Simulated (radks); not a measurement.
Results of a calculation; reference values are marked as such.
Task: Spherical quantum dot in the effective-mass picture: electrons in a parabolic well V = omega^2 r^2 / 2 with omega = 3.96, with a point charge +1 (a donor) at the centre, all in effective atomic units (hartree* = m*/eps^2 hartree, bohr* = eps/m* bohr), one dielectric constant everywhere. Level of theory: non-relativistic Kohn-Sham, LDA (Slater exchange, Perdew-Wang correlation), spin-polarised, spherical densities (a radial shooting solver with Libxc functionals). Levels are named by radial order and angular momentum (1s, 1p, 1d, 2s, ...), and open shells are averaged over m. Each electron was tried in the lowest free levels, single moves between levels near the top were tried too, and the lowest total energy was kept; such a search can miss a lower state. Give the order in which the levels fill up to N = 38, the shell closures and the spin along the way.

Result: Shells are first occupied in the order 1s, 1p, 2s, 1d, 1f, 2p. Open shells at each N (closed shells left out): 1: 1s(up 1, down 0); 2: none; 3: 1p(up 1, down 0); 4: 1p(up 2, down 0); 5: 1p(up 3, down 0); 6: 1p(up 3, down 1); 7: 1p(up 3, down 2); 8: none; 9: 2s(up 1, down 0); 10: none; 11: 1d(up 1, down 0); 12: 1d(up 2, down 0); 13: 1d(up 3, down 0); 14: 1d(up 4, down 0); 15: 1d(up 5, down 0); 16: 1d(up 5, down 1); 17: 1d(up 5, down 2); 18: 1d(up 5, down 3); 19: 1d(up 5, down 4); 20: none; 21: 1f(up 1, down 0); 22: 1f(up 2, down 0); 23: 1f(up 3, down 0); 24: 1f(up 4, down 0); 25: 1f(up 5, down 0); 26: 1f(up 6, down 0); 27: 1f(up 7, down 0); 28: 1f(up 7, down 1); 29: 1f(up 7, down 2); 30: 1f(up 7, down 3); 31: 1f(up 7, down 4); 32: 1f(up 7, down 5); 33: 1f(up 7, down 6); 34: none; 35: 2p(up 1, down 0); 36: 2p(up 2, down 0); 37: 2p(up 3, down 0); 38: 2p(up 3, down 1). All shells are closed at N = 2, 8, 10, 20, 34 (there: 1s2 1p6 1d10 2s2 1f14). Largest 2S: 7, at N = 27.
